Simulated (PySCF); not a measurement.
# Sulfur: a sound run and one with changed settings

Sound run: S²⁺ [Ne] 3s2 3p2, S³⁺ [Ne] 3s2 3p1. All numbers are calculated (PySCF 2.14, the non-relativistic Hamiltonian (point nucleus), in cc-pV(D+d)Z (4s3p2d, 23 functions)). In the sound run the correlated levels freeze [Ne]. The sound run starts from symmetry-adapted Hartree-Fock orbitals and uses a fine grid where one is needed.

A second run was set up differently.

```tsv
species	method	sound run (hartree)	changed run (hartree)	converged
S²⁺	MP2	-396.37712	-396.32879	yes
S²⁺	CCSD(T)	-396.40124	-396.33151	yes
```

Ionisation energy of S²⁺:

| method | sound run (eV) | changed run (eV) |
| --- | --- | --- |
| UHF | 34.129 | 34.129 |
| MP2 | 34.454 | 34.286 |
| SCS-MP2 | 34.373 | 34.181 |
| CCSD | 34.489 | 34.360 |
| CCSD(T) | 34.498 | 34.360 |
| CCSDT | n/a | 34.360 |
| FCI | n/a | 34.360 |

Problem. What was changed?
A. minimal basis
B. a valence shell is frozen
C. too few SCF iterations
D. level shift left on

Solution. B. Freezing a valence shell removes pair correlation that changes on ionisation.
